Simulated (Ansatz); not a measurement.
Program: Ansatz. Geometries: PBE0-D4/def2-TZVP. ΔE: electronic, gas phase. CCSD(T)/CBS adds triple-zeta CCSD(T) − MP2 to the extrapolated MP2 energy (def2 sets, frozen cores). This one scheme is used for every species. DFT in def2-TZVPP. Each species was taken in one conformer, which may not be the lowest.

Consider the formal exchange of groups at the Si–O bond: `CO[SiH2]SC` + `[NH2][AlH2]` → `CS[SiH2][AlH][NH2]` + CH₃OH.

`CO[SiH2]SC`:

Cartesian coordinates in Å:
```
C 0.593 -1.551 1.337
O 0.638 -1.261 -0.043
Si -0.657 -0.707 -0.883
S -1.392 1.148 -0.164
C 0.046 2.198 -0.531
H 0.288 -0.674 1.919
H -0.104 -2.369 1.549
H 1.593 -1.854 1.652
H -0.162 -0.578 -2.273
H -1.819 -1.628 -0.769
H -0.207 3.207 -0.208
H 0.255 2.209 -1.601
H 0.926 1.860 0.015
```

`[NH2][AlH2]`:

Cartesian coordinates in Å:
```
N -0.781 -0.289 0.432
Al 0.690 0.255 -0.381
H -1.627 0.252 0.515
H -0.895 -1.184 0.879
H 0.687 1.699 -1.030
H 1.926 -0.734 -0.414
```

`CS[SiH2][AlH][NH2]`:

Z-matrix (Å, degrees):
```
C
S 1 1.814
H 1 1.092 2 111.7
H 1 1.090 2 106.9 3 118.8
H 1 1.091 2 110.9 3 -122.7
Si 2 2.151 1 99.8 3 58.2
Al 6 2.450 2 106.7 1 -62.5
H 6 1.489 2 103.8 1 177.2
H 6 1.496 2 109.4 1 62.6
N 7 1.771 6 117.2 2 80.0
H 7 1.586 6 125.4 2 -93.6
H 10 1.008 7 124.7 6 -174.8
H 10 1.007 7 125.2 6 8.9
```

CH₃OH:

Z-matrix (Å, degrees):
```
C
O 1 1.409
H 1 1.097 2 112.4
H 1 1.090 2 107.0 3 -118.5
H 1 1.097 2 112.4 3 123.0
H 2 0.959 1 108.5 3 -61.6
```

```csv
level,ΔE (eV)
BHLYP-D4,1.11
revPBE,0.76
```

**Question.** What does CCSD(T)/CBS give? (Estimate.)

**Answer.** Computed: +1.02 eV. The listed levels differ from it by 0.09, -0.26 eV.

Largest T1 diagnostic among the species: 0.012.

In def2-TZVPP, CCSD(T) changes the Hartree–Fock value by −0.22 eV (the triples alone add −0.03 eV) and MP2 by −0.13 eV. Leaving LDA and LC-ωPBE aside and taking each functional with its dispersion term where it has one, the values, not all of them listed here, spread over 0.35 eV, from PBE-D4 to B97M-V. LDA lies +0.08 eV from PBE without D4.
